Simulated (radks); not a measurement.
The numbers below are computed, except where a source is named.
Species: Gd II. Configuration: [Xe] 4f7 5d1 6s1 (the NIST ground configuration). Code: a radial shooting solver on a logarithmic mesh with Libxc functionals. Model: Dirac Kohn-Sham, OLYP, spin-unpolarised, spherical densities, finite nucleus; open shells fill j = l - 1/2 first; Fermi nuclear charge, rms radius 5.1569 fm.

Unscreened Slater integrals over Kohn-Sham orbitals (cm^-1). Large and small components are both included. Empty in this configuration: 5d5/2.

integral          value
F0(5d3/2,5d3/2)   79925
F2(5d3/2,5d3/2)   40238
F0(5d3/2,6s1/2)   60959
G2(5d3/2,6s1/2)   18518
F0(5d3/2,4f7/2)  104300
F2(5d3/2,4f7/2)   25357
G3(5d3/2,4f7/2)   10016
G5(5d3/2,4f7/2)  7508.6
F0(5d3/2,4f5/2)  104460
F2(5d3/2,4f5/2)   25046
G1(5d3/2,4f5/2)   12538
G3(5d3/2,4f5/2)  9742.2
F0(5d3/2,5d5/2)   78831
F2(5d3/2,5d5/2)   39632
G2(5d3/2,5d5/2)   39611
G4(5d3/2,5d5/2)   25683
F0(6s1/2,6s1/2)   53017
F0(6s1/2,4f7/2)   69214
G3(6s1/2,4f7/2)  2504.4
F0(6s1/2,4f5/2)   69270
G3(6s1/2,4f5/2)  2447.9
F0(6s1/2,5d5/2)   60534
G2(6s1/2,5d5/2)   19261
F0(4f7/2,4f7/2)  236880
F2(4f7/2,4f7/2)  110750
F4(4f7/2,4f7/2)   69132
F6(4f7/2,4f7/2)   49636
F0(4f7/2,4f5/2)  238460
F2(4f7/2,4f5/2)  111570
F4(4f7/2,4f5/2)   69655
G2(4f7/2,4f5/2)  111320
G4(4f7/2,4f5/2)   69511
G6(4f7/2,4f5/2)   49914
F0(4f7/2,5d5/2)  101850
F2(4f7/2,5d5/2)   24130
F4(4f7/2,5d5/2)   11688
G1(4f7/2,5d5/2)   12065
G3(4f7/2,5d5/2)  9360.3
G5(4f7/2,5d5/2)  7029.1
F0(4f5/2,4f5/2)  240070
F2(4f5/2,4f5/2)  112400
F4(4f5/2,4f5/2)   70196
F0(4f5/2,5d5/2)  101990
F2(4f5/2,5d5/2)   23827
F4(4f5/2,5d5/2)   11472
G1(4f5/2,5d5/2)   11620
G3(4f5/2,5d5/2)  9089.2
G5(4f5/2,5d5/2)  6842.1
F0(5d5/2,5d5/2)   77782
F2(5d5/2,5d5/2)   39082
F4(5d5/2,5d5/2)   25325
